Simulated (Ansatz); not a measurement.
Wavefunction ladder for `[NH2][GeH]([NH2])[NH2]`

```csv
atom,x (Å),y (Å),z (Å)
N1,0.355,0.710,-1.547
Ge2,0.421,-0.075,0.109
N3,-0.717,0.840,1.219
N4,-0.251,-1.774,0.210
H5,1.133,1.308,-1.781
H6,-0.513,1.168,-1.782
H7,1.918,-0.147,0.479
H8,-0.830,0.426,2.134
H9,-0.523,1.825,1.320
H10,0.244,-2.454,-0.350
H11,-1.236,-1.828,-0.010
```

Total charge 0; spin multiplicity 1. Correlated methods include outer-core shells of Ge, which these sets cover unevenly. Scalar relativity is left out up to krypton. The structure was optimised at the PBE0-D4/def2-TZVP level. It is one conformer, not always the lowest. Frozen core, restricted reference, Ansatz 0.2.0.

| basis | HF (Eh) | MP2 corr. |
| --- | --- | --- |
| def2-SVP | -2242.44010 | -0.75054 |
| def2-TZVPP | -2242.91718 | -0.91064 |
| def2-QZVPP | -2242.96786 | -1.22099 |

Q: Estimate the CCSD correlation energy and the (T) correction in each basis where they were run (hartree).

A: 
```json
{"basis": "def2-SVP", "CCSD corr.": "-0.78044", "(T)": "-0.02071"}
{"basis": "def2-TZVPP", "CCSD corr.": "-0.93383", "(T)": "-0.03526"}
```
